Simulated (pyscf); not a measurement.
`[BH2][O][Si]([SiH3])([SiH3])[SiH3]`, singlet

Gas-phase minimum from PySCF at ωB97X-D3(BJ)/def2-SVP, one conformer. 

```
Si
O 1 1.7077
B 2 1.3492 1 129.72
H 3 1.2109 2 118.46 1 179.92
H 3 1.2189 4 121.51 2 180.00
Si 1 2.3309 2 108.11 3 120.73
H 6 1.4917 1 110.93 2 60.11
H 6 1.4925 7 109.34 1 121.94
H 6 1.4938 7 109.11 8 119.15
Si 1 2.3310 2 108.15 3 -119.84
H 10 1.4917 1 110.97 2 -60.22
H 10 1.4926 11 109.33 1 -121.94
H 10 1.4938 11 109.10 12 -119.14
Si 1 2.3382 2 111.54 3 0.43
H 14 1.4915 1 111.59 2 -61.73
H 14 1.4915 15 109.62 5 -65.74
H 14 1.4949 15 108.82 16 -118.91
```
Charge 0, spin multiplicity 1.

Properties at ωB97X-D3(BJ)/def2-SVP:

| Item | Value |
|---|---|
| Harmonic wavenumbers, unscaled | 45, 81, 82, 93, 103, 105, 132, 148, 175, 256, 310, 349, 434, 439, 462, 533, 533, 548, 588, 591, 735, 875, 876, 914, 944, 947, 949, 950, 954, 955, 1026, 1069, 1226, 1400, 2236, 2239, 2244, 2250, 2250, 2254, 2255, 2258, 2259, 2533, 2645 cm⁻¹ |
| Zero-point energy | 64.7 kcal/mol |
| Rotational symmetry number | 1 |
| Entropy of this conformer at 298 K and 1 atm, rigid rotor and harmonic oscillator, modes under 100 cm⁻¹ raised to 100 | 461.7 J/(mol K) |
| Dipole moment | 1.00 D |

Single-point totals, which compare only within one level:

```csv
level,total energy (hartree)
ωB97X-D3(BJ)/def2-TZVP,-1264.95519
PBE/def2-TZVP,-1264.04357
r²SCAN/def2-TZVP,-1264.62450
B3LYP-D3(BJ)/def2-TZVP,-1264.92363
PBE0-D3(BJ)/def2-TZVP,-1264.19292
M06-2X/def2-TZVP,-1264.65041
ωB97M-D3(BJ)/def2-TZVP,-1264.97963
```

The lowest mode is so soft that the shape along it may change with the basis. Soft torsions are taken as harmonic, which can shift the entropy by several J/(mol K).
